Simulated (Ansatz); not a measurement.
Ge24H30, a nanocrystal cut from hexagonal germanium, 54 atoms. Hardware: 11 threads of AMD EPYC 7R13 on a shared host and a whole NVIDIA H100 80GB HBM3.

Single mean-field runs in def2-SVP are fitted with def2-universal-jkfit.

(1) How many basis functions does each of these Ansatz runs have, and roughly what does it cost? PBE-D4/def2-SVP, charge 0 singlet, relaxation, 4 steps; PBE0-D4/def2-SVP, charge -1 doublet at the geometry of the charge 0 singlet, energy; PBE-D4/def2-SVP, charge -1 doublet at the geometry of the charge 0 singlet, energy, from earlier orbitals; PBE-D4/def2-SVP, charge 1 doublet at the geometry of the charge 0 singlet, energy, from earlier orbitals; PBE-D4/def2-SVP, charge 0 singlet, energy and forces, from earlier orbitals; PBE0-D4/def2-SVP, charge 0 triplet at the geometry of the charge 0 singlet, energy; PBE0-D4/def2-SVP, charge 0 singlet, energy, from earlier orbitals; r2SCAN-D4/def2-SVP, charge 0 singlet, energy and forces, from earlier orbitals; PBE0-D4/def2-SVP, charge 1 doublet at the geometry of the charge 0 singlet, energy; PBE-D4/def2-SVP, charge 0 triplet at the geometry of the charge 0 singlet, energy, from earlier orbitals.

## Answers

(1) Other jobs shared the machine, so times can vary by a factor of up to 3.

```
                                                                                                      run  functions  fitting or Cholesky vectors  wall time  peak host memory (GiB)
                              PBE-D4/def2-SVP, charge 0 singlet, energy and forces, from earlier orbitals        918                         6924       10 s                     1.8
                           r2SCAN-D4/def2-SVP, charge 0 singlet, energy and forces, from earlier orbitals        918                         6924       11 s                     1.9
PBE-D4/def2-SVP, charge -1 doublet at the geometry of the charge 0 singlet, energy, from earlier orbitals        918                         6924       13 s                     1.7
                                        PBE0-D4/def2-SVP, charge 0 singlet, energy, from earlier orbitals        918                         6924       14 s                     1.7
                                                   PBE-D4/def2-SVP, charge 0 singlet, relaxation, 4 steps        918                         6924       29 s                     1.9
                      PBE0-D4/def2-SVP, charge -1 doublet at the geometry of the charge 0 singlet, energy        918                         6924       34 s                     1.8
 PBE-D4/def2-SVP, charge 0 triplet at the geometry of the charge 0 singlet, energy, from earlier orbitals        918                         6924       36 s                     1.8
 PBE-D4/def2-SVP, charge 1 doublet at the geometry of the charge 0 singlet, energy, from earlier orbitals        918                         6924       43 s                     1.8
                       PBE0-D4/def2-SVP, charge 0 triplet at the geometry of the charge 0 singlet, energy        918                         6924       68 s                     1.8
                       PBE0-D4/def2-SVP, charge 1 doublet at the geometry of the charge 0 singlet, energy        918                         6924       78 s                     1.8
```
